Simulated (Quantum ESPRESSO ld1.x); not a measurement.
The run below uses ld1.x (Quantum ESPRESSO 7.5).

```
 &input
    zed=37.0,
    iswitch=1,
    rel=2,
    dft='RXC-VWN',
    config='[Kr] 5s1',
    rel_dist='energy',
    verbosity='high',
    lsmall=.true.,
    prefix='ld1',
    max_out_wfc=37,
    file_charge='ld1.rho',
 /
```

Command: `OMP_NUM_THREADS=1 ld1.x < ld1.in > ld1.out`

It prints (banner and zero overlaps left out):

```
     Program LD1 v.7.5 starts

     --------------------------- All-electron run ----------------------------

     dirac relativistic calculation

     atomic number is 37.00
     dft =RXC-VWN   lsd =0 sic =0 latt =0  beta=0.20 tr2=1.0E-14
     Exchange-correlation= RXC-VWN
                           (   3   2   0   0   0   0   0)
     mesh =2029 r(mesh) = 100.79433 a.u. xmin = -8.00 dx = 0.00800
     1 Ry =  13.60569312 eV, c = 137.03599908

     n l j   nl                  e(Ry)          e(Ha)          e(eV)
     Spin orbit split results
     1 0 0.5 1S 1( 2.00)   -1098.818608394    -549.409304197 -14950.1887836
     2 0 0.5 2S 1( 2.00)    -146.931365522     -73.465682761  -1999.1030694
     2 1 0.5 2P 1( 2.00)    -133.502535168     -66.751267584  -1816.3945246
     2 1 1.5 2P 1( 4.00)    -129.068827608     -64.534413804  -1756.0708602
     3 0 0.5 3S 1( 2.00)     -21.765666596     -10.882833298   -296.1369803
     3 1 0.5 3P 1( 2.00)     -16.927862972      -8.463931486   -230.3153088
     3 1 1.5 3P 1( 4.00)     -16.259821614      -8.129910807   -221.2261431
     4 0 0.5 4S 1( 2.00)      -2.344656506      -1.172328253    -31.9006769
     4 1 0.5 4P 1( 2.00)      -1.223012412      -0.611506206    -16.6399316
     4 1 1.5 4P 1( 4.00)      -1.157294168      -0.578647084    -15.7457893
     3 2 1.5 3D 1( 4.00)      -7.728575109      -3.864287554   -105.1526212
     3 2 2.5 3D 1( 6.00)      -7.614693319      -3.807346660   -103.6031805
     5 0 0.5 5S 1( 1.00)      -0.173404294      -0.086702147     -2.3592856
     Averaged results
     1 0     1S 1( 2.00)   -1098.818608394    -549.409304197 -14950.1887836
     2 0     2S 1( 2.00)    -146.931365522     -73.465682761  -1999.1030694
     2 1     2P 1( 6.00)    -130.546730128     -65.273365064  -1776.1787483
     3 0     3S 1( 2.00)     -21.765666596     -10.882833298   -296.1369803
     3 1     3P 1( 6.00)     -16.482502066      -8.241251033   -224.2558650
     4 0     4S 1( 2.00)      -2.344656506      -1.172328253    -31.9006769
     4 1     4P 1( 6.00)      -1.179200249      -0.589600125    -16.0438367
     3 2     3D 1(10.00)      -7.660246035      -3.830123018   -104.2229568
     5 0     5S 1( 1.00)      -0.173404294      -0.086702147     -2.3592856

     final scf error:  8.9E-15 reached in  27 iterations

     Etot =   -5949.548920 Ry,   -2974.774460 Ha,  -80947.736824 eV

     Ekin =    6104.694963 Ry,    3052.347481 Ha,   83058.606271 eV
     Encl =  -14367.372793 Ry,   -7183.686397 Ha, -195478.065205 eV
     Eh   =    2501.073159 Ry,    1250.536580 Ha,   34028.833885 eV
     Exc  =    -187.944249 Ry,     -93.972124 Ha,   -2557.111775 eV

     normalization and overlap integrals

     s(1S/1S) =  1.000000  <r> =   0.0404  <r2> =    0.0022  r(max) =   0.0264
     LC norm =  0.98205756 + SC norm =  0.01794244 =  1.00000000
     s(2S/2S) =  1.000000  <r> =   0.1781  <r2> =    0.0374  r(max) =   0.1497
     LC norm =  0.99640994 + SC norm =  0.00359006 =  1.00000000
     s(2P/2P) =  1.000000  <r> =   0.1525  <r2> =    0.0286  r(max) =   0.1178
     LC norm =  0.99640554 + SC norm =  0.00359446 =  1.00000000
     s(2P/2P) =  1.000000  <r> =   0.1566  <r2> =    0.0300  r(max) =   0.1206
     LC norm =  0.99649856 + SC norm =  0.00350144 =  1.00000000
     s(3S/3S) =  1.000000  <r> =   0.5122  <r2> =    0.3016  r(max) =   0.4516
     LC norm =  0.99910687 + SC norm =  0.00089313 =  1.00000000
     s(3P/3P) =  1.000000  <r> =   0.5128  <r2> =    0.3077  r(max) =   0.4409
     LC norm =  0.99915653 + SC norm =  0.00084347 =  1.00000000
     s(3P/3P) =  1.000000  <r> =   0.5233  <r2> =    0.3203  r(max) =   0.4516
     LC norm =  0.99918209 + SC norm =  0.00081791 =  1.00000000
     s(4S/4S) =  1.000000  <r> =   1.4547  <r2> =    2.4180  r(max) =   1.2574
     LC norm =  0.99984244 + SC norm =  0.00015756 =  1.00000000
     s(4P/4P) =  1.000000  <r> =   1.7018  <r2> =    3.3713  r(max) =   1.4065
     LC norm =  0.99988299 + SC norm =  0.00011701 =  1.00000000
     s(4P/4P) =  1.000000  <r> =   1.7421  <r2> =    3.5351  r(max) =   1.4292
     LC norm =  0.99988783 + SC norm =  0.00011217 =  1.00000000
     s(3D/3D) =  1.000000  <r> =   0.5236  <r2> =    0.3362  r(max) =   0.3911
     LC norm =  0.99929809 + SC norm =  0.00070191 =  1.00000000
     s(3D/3D) =  1.000000  <r> =   0.5274  <r2> =    0.3410  r(max) =   0.3942
     LC norm =  0.99930539 + SC norm =  0.00069461 =  1.00000000
     s(5S/5S) =  1.000000  <r> =   5.1238  <r2> =   30.1884  r(max) =   4.2422
     LC norm =  0.99998701 + SC norm =  0.00001299 =  1.00000000

     LC charge = 36.92100936 + SC charge =  0.07899064 = 37.00000000

     ------------------------ End of All-electron run ------------------------
```

Run on one thread of a shared host, so times are rough (Intel(R) Xeon(R) Processor @ 2.60GHz): 0.45 s of CPU time, 1.8 s wall, 27 iterations on 2029 mesh points.
